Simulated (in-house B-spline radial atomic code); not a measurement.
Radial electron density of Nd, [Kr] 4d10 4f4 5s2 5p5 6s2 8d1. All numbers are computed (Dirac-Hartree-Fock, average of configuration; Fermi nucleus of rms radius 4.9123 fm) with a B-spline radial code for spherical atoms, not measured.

Columns: r (bohr), 4πr²n(r) (electrons per bohr), bar.

```
0.000999    3.198 #
 0.00132    5.081 ##
 0.00173    7.869 ###
 0.00228     12.1 #####
   0.003    18.19 ########
 0.00394    26.52 ###########
 0.00519    37.48 ################
 0.00683     50.5 ######################
 0.00898    64.02 ###########################
  0.0118    75.23 ################################
  0.0156    80.79 ###################################
  0.0205    78.77 ##################################
  0.0269    72.81 ###############################
  0.0354    71.75 ###############################
  0.0466    83.03 ####################################
  0.0614    99.93 ###########################################
  0.0807    102.6 ############################################
   0.106    86.39 #####################################
    0.14    77.24 #################################
   0.184    88.52 ######################################
   0.242    83.62 ####################################
   0.319     49.7 #####################
   0.419    34.22 ###############
   0.552    40.86 ##################
   0.726     32.7 ##############
   0.955    16.82 #######
    1.26    9.822 ####
    1.65    6.444 ###
    2.18    2.874 #
    2.86    1.185 #
    3.77   0.7449 
    4.96   0.3781 
    6.52   0.1018 
    8.58  0.02181 
    11.3 0.003967 
    14.9 0.003907 
    19.6  0.02003 
    25.7 0.001784 
    33.9  0.02414 
    44.6  0.03749 
    58.6 0.007078 
    77.2 0.0001719 
     102 3.369e-07 
     134 3.492e-11
```

On this grid the curve has 6 maxima, near 0.0156, 0.0807, 0.184, 0.552, 19.6, 44.6 bohr.

The 5p3/2 radial function P(r) = rR(r), positive near the nucleus, with its small component Q(r) (sign convention: Q ≈ (P' + κP/r)/2c):

```csv
r (bohr),P,Q
0.00173,0.001379,-0.0001532
0.003,0.003886,-0.0004326
0.00519,0.0106,-0.001184
0.00898,0.02751,-0.003096
0.0156,0.06587,-0.007532
0.0269,0.1332,-0.01583
0.0466,0.1985,-0.02639
0.0807,0.1252,-0.02763
0.14,-0.1795,-0.00572
0.242,-0.2249,0.01627
0.419,0.3537,0.001543
0.726,0.1358,-0.009803
1.26,-0.8012,0.001952
2.18,-0.6355,0.004034
3.77,-0.1124,0.0007201
6.52,-0.003799,2.056e-05
```
